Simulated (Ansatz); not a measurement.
Species: C3H5Cl3Ge, net charge 0, singlet state. 
Coordinates optimised at B3LYP-D3(BJ)/def2-TZVP (Ansatz, a first-principles code):
SMILES: C=C[CH2][Ge]([Cl])([Cl])[Cl]
```xyz
12

C      3.4742    -0.0928     0.0918
C      2.4310    -0.9103     0.0143
C      1.3199    -0.7634    -0.9669
Ge    -0.2866    -0.0159    -0.1171
Cl    -0.8718    -1.1886     1.5951
Cl    -1.9480     0.0189    -1.4930
Cl     0.0593     2.0007     0.5515
H      3.5913     0.7463    -0.5840
H      4.2461    -0.2355     0.8358
H      2.3405    -1.7317     0.7173
H      1.5672    -0.0798    -1.7795
H      1.0026    -1.7175    -1.3907
```
Charge 0, spin multiplicity 1.

Computed values are from Ansatz. Correlated levels leave the core frozen unless marked. Open shells are spin-unrestricted. Spin-orbit coupling is left out. The frozen core is the preceding noble-gas configuration, with the filled d and f shells of earlier blocks. No relativistic terms. CBS(X,Y): correlation extrapolated as X^-3; Hartree-Fock from the larger set.

What is the T1 diagnostic at CCSD/def2-QZVPP?

0.010.

What is the total energy at CCSD(T)/CBS(def2-TZVPP,def2-QZVPP)?

-3572.1436 Eh.

What is the atomisation energy De at CCSD(T)/CBS(def2-TZVPP,def2-QZVPP)?

1076.3 kcal/mol.

What is the dipole moment at CCSD(T)/def2-SVPD?

2.62 D.
